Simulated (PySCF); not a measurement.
Isomers of C4H12Si2, one GFN2-xTB conformer each. Single-point energies are computed at PBE0/pcSseg-1 (PySCF, gas phase, no added dispersion term), electronic only.

**Question.** Rank them by PBE0/pcSseg-1 energy, lowest first (kJ/mol).
A. `[CH2:1]=[CH:2][SiH2:3][C@H:4]([CH3:5])[SiH3:6]` with C1–C2–Si3–C4 107°, C2–Si3–C4–C5 176°
B. `[CH2:1]=[CH:2][CH2:3][CH2:4][SiH2:5][SiH3:6]` with C1–C2–C3–C4 -119°, C2–C3–C4–Si5 179°, C3–C4–Si5–Si6 -60°
C. `[CH3:1][Si@@H:2]1[CH2:3][CH2:4][CH2:5][SiH2:6]1` with C1–Si2–C3–C4 -148°, Si2–C3–C4–C5 52°, C3–C4–C5–Si6 -53°, C4–C5–Si6–Si2 27°
D. `[SiH3:1][CH2:2][C@@H:3]1[CH2:4][CH2:5][SiH2:6]1` with Si1–C2–C3–C4 179°, C2–C3–C4–C5 -137°, C3–C4–C5–Si6 13°, C4–C5–Si6–C3 -11°, C2–C3–Si6–C5 130°
E. `C[Si]1(C)C[SiH2]C1`
F. `[CH2:1]=[C:2]([CH3:3])[SiH2:4][CH2:5][SiH3:6]` with C1–C2–Si4–C5 -116°, C2–Si4–C5–Si6 55°
G. `[SiH3:1][SiH2:2][CH:3]1[CH2:4][CH2:5][CH2:6]1` with Si1–Si2–C3–C4 -164°, Si2–C3–C4–C5 104°, C3–C4–C5–C6 13°, C4–C5–C6–C3 -13°, Si2–C3–C6–C5 -105°
H. `[CH3:1][C@@H:2]1[CH2:3][CH2:4][SiH2:5][SiH2:6]1` with C1–C2–C3–C4 -178°, C2–C3–C4–Si5 52°, C3–C4–Si5–Si6 -26°, C4–Si5–Si6–C2 0°

**Answer.** E (0.0), C (37.2), H (75.5), F (137.4), A (164.9), D (166.1), B (176.8), G (187.3).

As drawn, the highest has an Si–Si bond, which the lowest lacks. Neighbours about 10 kJ/mol apart or less (C=C[SiH2][C@H](C)[SiH3] and [SiH3]C[C@@H]1CC[SiH2]1) can change places with a better method, another conformer or zero-point energy. GFN2-xTB itself gives, in the same order: 90.7, 20.6, 0.0, 70.3, 97.3, 33.1, 84.4, 33.9. GFN2-xTB puts C[C@@H]1CC[SiH2][SiH2]1 lowest instead; measured from each level's own lowest isomer, the values differ by up to 153.4 kJ/mol ([SiH3][SiH2]C1CCC1: 33.9 against 187.3).

**Question.** Which frontier levels, dipoles and rotational constants go with these structures?

**Answer.** 
```json
{"SMILES": "C[Si]1(C)C[SiH2]C1", "HOMO (eV, PBE0/pcSseg-1)": "-7.50", "LUMO (eV)": "0.57", "dipole (D)": "0.87", "A, B, C (MHz)": "3394, 1544, 1432"}
{"SMILES": "C[Si@@H]1CCC[SiH2]1", "HOMO (eV, PBE0/pcSseg-1)": "-7.46", "LUMO (eV)": "0.15", "dipole (D)": "0.77", "A, B, C (MHz)": "3100, 1851, 1334"}
{"SMILES": "C[C@@H]1CC[SiH2][SiH2]1", "HOMO (eV, PBE0/pcSseg-1)": "-7.54", "LUMO (eV)": "0.11", "dipole (D)": "0.76", "A, B, C (MHz)": "3416, 1841, 1296"}
{"SMILES": "C=C(C)[SiH2]C[SiH3]", "HOMO (eV, PBE0/pcSseg-1)": "-7.53", "LUMO (eV)": "-0.09", "dipole (D)": "0.66", "A, B, C (MHz)": "2967, 1305, 1180"}
{"SMILES": "C=C[SiH2][C@H](C)[SiH3]", "HOMO (eV, PBE0/pcSseg-1)": "-7.76", "LUMO (eV)": "-0.35", "dipole (D)": "0.63", "A, B, C (MHz)": "3184, 1324, 1030"}
{"SMILES": "[SiH3]C[C@@H]1CC[SiH2]1", "HOMO (eV, PBE0/pcSseg-1)": "-7.70", "LUMO (eV)": "0.21", "dipole (D)": "0.74", "A, B, C (MHz)": "4606, 1238, 1042"}
{"SMILES": "C=CCC[SiH2][SiH3]", "HOMO (eV, PBE0/pcSseg-1)": "-7.49", "LUMO (eV)": "0.01", "dipole (D)": "0.52", "A, B, C (MHz)": "3865, 941.4, 797.5"}
{"SMILES": "[SiH3][SiH2]C1CCC1", "HOMO (eV, PBE0/pcSseg-1)": "-7.84", "LUMO (eV)": "-0.13", "dipole (D)": "0.89", "A, B, C (MHz)": "4903, 1155, 1032"}
```
